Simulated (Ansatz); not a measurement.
A series at In: from `[F][In]([F])[F]`, ligands are replaced one by one, each step taking up H₂S and setting free H–F; n counts the steps. Ansatz, PBE0-D4/def2-TZVP geometries. Each molecule was computed in one conformer, which needn't be the lowest.

| n | molecule | HOMO energy, ωB97M-V/def2-TZVPP (eV) |
| --- | --- | --- |
| 0 | `[F][In]([F])[F]` | -13.63 |
| 1 | `[F][In]([F])[SH]` | ? |
| 2 | `[F][In]([SH])[SH]` | -10.09 |
| 3 | `[SH][In]([SH])[SH]` | -9.80 |

Task: By hand: fit a straight line y = ȳ + b (n − n̄) to the 3 given rows and predict n = 1.

Result: n̄ = 1.667, ȳ = -11.173; Σ(n − n̄)(y − ȳ) = 6.287, Σ(n − n̄)² = 4.667, so b = 1.347 eV a step. Prediction: -11.173 + (1.347) × (-0.667) = -12.07 eV.

Task: By hand: compare with the computed value, -10.75 eV, and give the steps along the whole series.

Result: The line misses by 1.32 eV (computed minus predicted). Steps: 2.88, 0.66, 0.29 eV.

One step carries most of the change, so a line is a poor guide. The highest orbital can change its character along such a series. The miss is 34.5 % of the series' range.
